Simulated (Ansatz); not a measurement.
Species: dimethylborinic acid, C₂H₇BO, net charge 0, singlet state. 
Geometry from a B3LYP-D3(BJ)/def2-TZVP (Ansatz, a quantum-chemistry and plane-wave program) optimisation:
SMILES: CB(C)O
```xyz
11

B     -0.0050     0.0703    -0.0221
C      1.5173    -0.3198    -0.0309
C     -1.1279    -0.9532     0.4046
O     -0.3187     1.3442    -0.4059
H      2.1405     0.4104    -0.5486
H      1.6831    -1.3053    -0.4747
H      1.8795    -0.3938     1.0012
H     -2.1120    -0.5043     0.5658
H     -1.2404    -1.7136    -0.3766
H     -0.8513    -1.4984     1.3110
H     -1.2611     1.5379    -0.3623
```

Basis-set convergence of Hartree-Fock and CCSD correlation energies (hartree) with Ansatz. Correlated levels leave the core frozen unless marked. No spin-orbit coupling. Non-relativistic.

| basis | functions | E(HF) | E(corr, CCSD) |
|---|---|---|---|
| aug-cc-pVDZ | 155 | -179.45306 | -0.63567 |
| aug-cc-pVTZ | 345 | [?] | [?] |

Problem. Fill in the missing entries.

Solution. 
- aug-cc-pVTZ, E(HF): -179.50152
- aug-cc-pVTZ, E(corr, CCSD): -0.74850
